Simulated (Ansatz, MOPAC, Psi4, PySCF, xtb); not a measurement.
Pair of molecules: H2O (SMILES O) (first 3 atoms) with C4H6 (SMILES C=CC=C); geometry from B3LYP-D3(BJ)/def2-TZVP, rigid monomers moved along the line of their centres of mass till H2···C5 is 2.40 Å.
(charge 0, multiplicity 1):
| atom | x (Å) | y (Å) | z (Å) |
|---|---|---|---|
| O | 0.0111 | -0.4871 | -0.1496 |
| H | -0.7246 | -0.5760 | 0.4670 |
| H | 0.7359 | -0.1796 | 0.4067 |
| C | -1.6911 | -0.7087 | 2.8696 |
| C | -0.7292 | 0.2075 | 2.7395 |
| C | 0.6912 | -0.0896 | 2.8101 |
| C | 1.6537 | 0.8155 | 2.6202 |
| H | -1.4555 | -1.7509 | 3.0516 |
| H | -2.7382 | -0.4456 | 2.8058 |
| H | -0.9975 | 1.2441 | 2.5564 |
| H | 0.9592 | -1.1213 | 3.0194 |
| H | 2.7009 | 0.5513 | 2.6773 |
| H | 1.4182 | 1.8521 | 2.4086 |

```json
[
 {"level": "GFN-FF", "interaction energy (meV)": "-69.3", "cost": "-"},
 {"level": "PM3", "interaction energy (meV)": "-62.9", "cost": "-"},
 {"level": "GFN2-xTB", "interaction energy (meV)": "-72.5", "cost": "-"},
 {"level": "HF/STO-3G (no counterpoise)", "interaction energy (meV)": "62.9", "cost": "-"},
 {"level": "HF/6-31G*", "interaction energy (meV)": "71.4", "cost": "-"},
 {"level": "BP86/6-31G* (no counterpoise)", "interaction energy (meV)": "-75.7", "cost": "-"},
 {"level": "r2SCAN/def2-TZVPPD", "interaction energy (meV)": "-94.6", "cost": "×2"},
 {"level": "r2SCAN-D4/def2-TZVPPD", "interaction energy (meV)": "-113.7", "cost": "×2"},
 {"level": "B3LYP/def2-TZVPPD", "interaction energy (meV)": "12.5", "cost": "×1"},
 {"level": "PBE0-D3(BJ)/def2-TZVPPD", "interaction energy (meV)": "-112.5", "cost": "×1"},
 {"level": "M06-2X/6-31G* (no counterpoise)", "interaction energy (meV)": "-193.5", "cost": "-"},
 {"level": "MP2/aug-cc-pVDZ", "interaction energy (meV)": "-58.6", "cost": "×2"},
 {"level": "SCS-MP2/aug-cc-pVDZ", "interaction energy (meV)": "-17.1", "cost": "-"},
 {"level": "SAPT0/jun-cc-pV(D+d)Z", "interaction energy (meV)": "-57.6", "cost": "-"}
]
```

The rows run from -193.5 (M06-2X/6-31G* (no counterpoise)) to 71.4 meV (HF/6-31G*). The dispersion term adds -19.0 in r2SCAN-D4.

Counterpoise-corrected where a basis set is named; no monomer relaxation. Rows marked so take none.

Cores are frozen in the correlated methods. Rows in 6-31G*, STO-3G carry no dispersion term and start afresh at each structure (6-31G* with six Cartesian d functions). The state that PM3 reach isn't checked.

Programs: Ansatz (a program for electronic structure) with Gaussian orbitals; MOPAC for PM3 (differences of heats of formation); Psi4 for SAPT; PySCF for 6-31G* rows, STO-3G rows, the dispersion terms; xtb for the GFN methods. Each number belongs to the level named beside it.

Costs are rough ratios of core time to PBE/def2-TZVPPD (about 10 s over the structures, on one shared machine); a dash marks a level with no comparable run of its own.
